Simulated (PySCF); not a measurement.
**Match the barriers**

Saddle point of SiH$_{3}$OF$_{3}$, closed shell (SiHF₃ ([F][SiH]([F])[F]) + H₂O → SiH₂OF₂ ([OH][SiH]([F])[F]) + HF; bonds formed: Si1–O7, F2–H6; bonds broken: Si1–F2, H6–O7), PBE0-D4/def2-TZVP structure:

```json
{"atom": "Si1", "x (Å)": "-0.6047", "y (Å)": "0.1988", "z (Å)": "-0.0423"}
{"atom": "F2", "x (Å)": "-0.0360", "y (Å)": "-1.6085", "z (Å)": "-0.3396"}
{"atom": "F3", "x (Å)": "-0.7441", "y (Å)": "0.3592", "z (Å)": "-1.6131"}
{"atom": "F4", "x (Å)": "-0.6592", "y (Å)": "1.7546", "z (Å)": "0.3747"}
{"atom": "H5", "x (Å)": "-1.7037", "y (Å)": "-0.3441", "z (Å)": "0.7523"}
{"atom": "H6", "x (Å)": "0.9567", "y (Å)": "-1.0323", "z (Å)": "0.0641"}
{"atom": "O7", "x (Å)": "1.0624", "y (Å)": "0.0096", "z (Å)": "0.5194"}
{"atom": "H8", "x (Å)": "1.7284", "y (Å)": "0.6626", "z (Å)": "0.2845"}
```

PySCF 2.14 with density fitting (its default auxiliary sets; JK sets also for MP2 and CCSD(T)); basis: def2-TZVPP, with def2-QZVPP for the basis limit; cores frozen in the correlated methods. Extrapolation: Hartree–Fock as exp(−7.88 √X), correlation as X^−2.97. Four methods, as single points on the PBE0-D4 structures, gave these electronic barriers from the start structure: 0.504, 1.047, 1.231, 1.758 eV.

(1) The methods were, in alphabetical order, CCSD(T), HF, r2SCAN-D4, SPW92. Which gave which? (A judgement: the text doesn't fix the answer.)

No T1 diagnostic of these runs exceeds 0.012.

Answers

(1) By the calculation: SPW92 0.504; r2SCAN-D4 1.047; CCSD(T) 1.231; HF 1.758 eV. For comparison, CCSD(T) at an estimated basis limit (MP2 extrapolated from triple and quadruple zeta, plus CCSD(T) − MP2 in triple zeta) gives 1.216 eV.

The step is the kind of ligand exchange by which a precursor binds to a hydroxyl group, or is hydrolysed, in atomic layer deposition of oxides.

Labels in which every atom is bracketed show which atoms are joined, not bond orders.

For scale, one of the runs: CCSD(T)/def2-TZVPP, 208 basis functions, launched by `OMP_NUM_THREADS=4 python run.py`. Time: 12 min of wall clock on 4 CPU threads of an Arm Neoverse V2; the host was shared. Peak host memory: 3.8 GiB.
